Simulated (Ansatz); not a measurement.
Cost and result up the ladder for the cluster Bi2Cl6 (the lowest singlet isomer of a short search) (8 atoms). Total charge 0; singlet. Geometry: PBE-D4/def2-SVP.

```xyz
8

Bi   -0.346   -0.670   -2.118
Bi    0.219    0.512    1.610
Cl   -0.695   -0.626    3.625
Cl    0.502   -2.181   -0.271
Cl    1.037   -1.596   -3.978
Cl    0.043    2.874    2.374
Cl   -1.960    0.468    0.209
Cl    1.201    1.220   -1.450
```

Ansatz on 4 threads of Arm Neoverse V1 on a shared host. Times are rough, and most runs start from the orbitals of an earlier one. ωB97M-V/def2-TZVP serves as the yardstick here, not as an exact answer. Differences are given only for rows in sets of like size (and for xTB, whose basis is part of the method), since another set adds its own error. Binding counts from free atoms at the same level (Bi quartet, Cl doublet; other spins of the atoms weren't run), without zero-point energy or a counterpoise term.

In the def2 sets Bi takes a core potential; there is no spin–orbit coupling. Correlated methods freeze 38 core orbitals; core or outer-core shells of Bi are correlated, in sets that lack core-valence functions. The rows differ in basis, and correlated rows in double-zeta sets carry the largest basis error. The structure comes from a short search, and lower isomers may exist.

Correlated methods converge slowly with the basis, most of all in double-zeta sets.

| level | functions | wall time | binding energy per atom (eV) | difference from ωB97M-V/def2-TZVP (eV) |
| --- | --- | --- | --- | --- |
| PBE-D4/def2-SVP | 160 | 2.5 s | 2.64 | – |
| PBE0-D4/def2-SVP | 160 | 4.7 s | 2.45 | – |
| BLYP-D4/def2-TZVP | 322 | 7 s | 2.60 | 0.14 |
| PBE-D4/def2-TZVP (with forces) | 322 | 8 s | 2.67 | 0.21 |
| r2SCAN-D4/def2-TZVP | 322 | 17 s | 2.52 | 0.06 |
| MP2/def2-TZVP | 322 | 22 s | 2.43 | -0.04 |
| PBE0-D4/def2-TZVP | 322 | 25 s | 2.50 | 0.03 |
| ωB97X-V/def2-TZVP | 322 | 37 s | 2.50 | 0.04 |
| ωB97M-V/def2-TZVP | 322 | 47 s | 2.46 | 0.00 |
| CCSD(T)/def2-SVP | 160 | 73 s | 1.99 | – |
